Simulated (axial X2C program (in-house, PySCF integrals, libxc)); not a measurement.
**BrBBr⁺: properties at the nuclei**

Computed with an axial X2C code built on PySCF integrals: two-component X2C with atomic mean-field Coulomb and Gaunt terms, Gaussian nuclei, basis Br dyall-av3z, B dyall-v3z with contracted cores.

Br–B–Br held linear, with bonds 1.762 and 1.762 Å (near the PBE0 minimum at charge 1 of the determinant lowest at the starting distance; the state shown can have its own minimum elsewhere, held linear; other orders of the atoms were not compared).

Input and command:
```json
{"zs": [35, 5, 35], "q": 1, "bas": ["dyall-av3z", "dyall-v3z", "dyall-av3z"], "r0": [1.99, 1.99], "symm": 1, "scan": ["PBE0", "HF", "LDA"], "levels": ["PBE0", "HF", "LDA"], "nst": 2}
```
```bash
python solin.py task.json out
```

Keys: zs atomic numbers; q charge; bas basis sets; r0 starting distance in Å; symm equal bonds; scan levels of the two-bond scan; levels methods; nst determinants followed.

Determinant lowest in the PBE0 search, Ω = 0 (closed shell), highest spinor 85% Br p, 14% B d:

```tsv
level	qzz Br (a.u.)	qzz B (a.u.)
PBE0	4.58	-0.35
HF	5.00	-0.45
LDA	4.35	-0.30
```

qzz is the electric field gradient, eQq0 = 234.96 MHz × Q/barn × qzz. The operators were transformed with the bare-nucleus X2C matrices; with these basis sets, hyperfine constants and field gradients can be off by tens of per cent, and where levels differ in sign neither size nor sign is settled.

Task: With Q(79Br) = 0.3087 barn, Q(11B) = 0.04059 barn (Q from Pyykkö, Mol. Phys. 2018), turn the PBE0 values of the first state into constants in MHz.

Result: eQq0(79Br) = 234.96 × (0.3087) × (4.58) = 332 MHz; eQq0(11B) = 234.96 × (0.04059) × (-0.35) = -3.34 MHz.

The molecule was held linear; bending was not examined, so a bent shape may lie lower.

Each state is one determinant with collinear spin. The search compared states at one distance, so a state with another bond length can lie lower.
